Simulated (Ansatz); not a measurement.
Reaction (substitution at a C–Al bond): `C[N]1[SiH2][Al]1[CH3]` + `C[SiH2]O` → `CO[SiH2]C` + `C[N]1[AlH][SiH2]1`

Isolated molecules relaxed with PBE0-D4/def2-TZVP in Ansatz; ΔE leaves out vibrations. CCSD(T)/CBS adds triple-zeta CCSD(T) − MP2 to the extrapolated MP2 energy (def2 sets, frozen cores). This one scheme is used for every species. Functionals use def2-TZVPP. HSE06 is defined as in plane-wave codes. One conformer a species, not always the lowest.

`C[N]1[SiH2][Al]1[CH3]`:

```xyz
13

C     0.627    1.109   -1.571
N     0.535    0.154   -0.496
Si    1.715   -1.048    0.048
Al   -0.386   -0.563    0.843
C    -2.126   -0.336    1.682
H     0.774    0.614   -2.538
H    -0.282    1.713   -1.644
H     1.470    1.796   -1.427
H     3.015   -0.478    0.523
H     2.080   -2.075   -0.978
H    -2.664    0.511    1.249
H    -2.738   -1.232    1.552
H    -2.022   -0.164    2.756
```

`C[SiH2]O`:

```xyz
9

C    -0.485    0.924   -0.536
Si   -0.002   -0.752    0.118
O     1.536   -0.779    0.721
H    -1.490    0.886   -0.967
H     0.207    1.253   -1.315
H    -0.491    1.677    0.257
H    -0.003   -1.758   -0.972
H    -0.980   -1.161    1.168
H     1.708   -0.289    1.525
```

`CO[SiH2]C`:

```xyz
12

C    -1.827   -0.520   -0.026
O    -1.033    0.438   -0.681
Si    0.394    0.987   -0.071
C     1.703   -0.339   -0.012
H    -2.785   -0.586   -0.544
H    -2.018   -0.242    1.019
H    -1.359   -1.511   -0.041
H     0.172    1.508    1.311
H     0.804    2.096   -0.966
H     1.415   -1.160    0.649
H     2.641    0.078    0.367
H     1.893   -0.749   -1.007
```

`C[N]1[AlH][SiH2]1`:

```xyz
10

C    -1.060    0.725    0.646
N    -0.026   -0.168    0.190
Al    0.913   -1.658    0.410
Si    1.025   -0.056   -1.227
H    -1.516    0.361    1.571
H    -1.858    0.829   -0.099
H    -0.666    1.729    0.842
H     0.947   -2.834    1.465
H     1.925    1.139   -1.254
H     0.316   -0.066   -2.544
```

```tsv
level	ΔE (kJ/mol)	difference from CCSD(T)/CBS
revPBE-D4	95.8	-7.5
BLYP-D4	92.9	-10.4
r2SCAN-D4	103.5	0.2
B97M-V	92.5	-10.8
r2SCANh-D4	103.7	0.4
HSE06-D4	101.4	-1.9
BHLYP-D4	93.9	-9.4
revPBE	102.5	-0.8
BLYP	96.8	-6.5
r2SCAN	103.8	0.5
PBE0	102.4	-0.9
r2SCAN0	104.0	0.7
HSE06	102.5	-0.8
BHLYP	95.2	-8.1
CAM-B3LYP	95.6	-7.7
HF/def2-SVP	75.4	-27.9
CCSD(T)/CBS	103.3	0
```

Largest T1 diagnostic among the species: 0.015.

Leaving LDA and LC-ωPBE aside and taking each functional with its dispersion term where it has one, the values, not all of them listed here, spread over 11.6 kJ/mol, from B97M-V to PBE-QIDH. At CCSD(T), def2-SVP lies −21.2 kJ/mol from the extrapolated value and def2-TZVPP −3.1 kJ/mol.
